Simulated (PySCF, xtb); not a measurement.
Be(I)(SeH) (BeHISe), SMILES [SeH][Be][I]. Other conformers were not sampled.

Harmonic wavenumbers (cm⁻¹) from GFN2-xTB run with xtb at its own minimum, in rising order: 134, 162, 207, 395, 920, 2147.

Q: What does r2SCAN-D4/def2-TZVP (PySCF) give at its own minimum? (An estimate is asked for; the answer gives what the named calculation found.)

A: 164, 191, 191, 551, 898, 2415. Paired by order, the mean absolute difference is 87 cm⁻¹ and the zero-point energies are 5.7 and 6.3 kcal/mol.
